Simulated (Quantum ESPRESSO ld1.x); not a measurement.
The numbers below are computed, except where a source is named.
Question: The mean radii <r> (bohr) of the occupied orbitals of an atom or ion are listed with their occupations. Level of theory: non-relativistic Kohn-Sham, LDA (Slater exchange, VWN5 correlation), spin-polarised, spherical densities, point nucleus (ld1.x of Quantum ESPRESSO 7.5).

orbital  occ.      <r>
1s up       1  0.01994
1s down     1  0.01994
2s up       1  0.08412
2s down     1  0.08412
2p up       3  0.07111
2p down     3  0.07111
3s up       1   0.2132
3s down     1   0.2132
3p up       3   0.2033
3p down     3   0.2033
3d up       5   0.1779
3d down     5   0.1779
4s up       1   0.4732
4s down     1   0.4732
4p up       3   0.4789
4p down     3   0.4788
4d up       5   0.4917
4d down     5   0.4916
5s up       1    1.112
5s down     1    1.110
4f up       7   0.5422
4f down     7   0.5412
5p up       3    1.227
5p down     3    1.225
5d up       5    1.923
5d down     3    1.977

Name the element and its charge. Open shells, if any, are filled with parallel spins first.

Answer: Z = 76, osmium, charge 0: Os in [Xe] 4f14 5d8. The 1s radius gives Z: for a bare nucleus <r> = 1.5/Z, 0.01974 bohr for Z = 76, and screening makes it slightly larger (0.01994 here). The occupations add up to 76, and the charge is Z minus that.
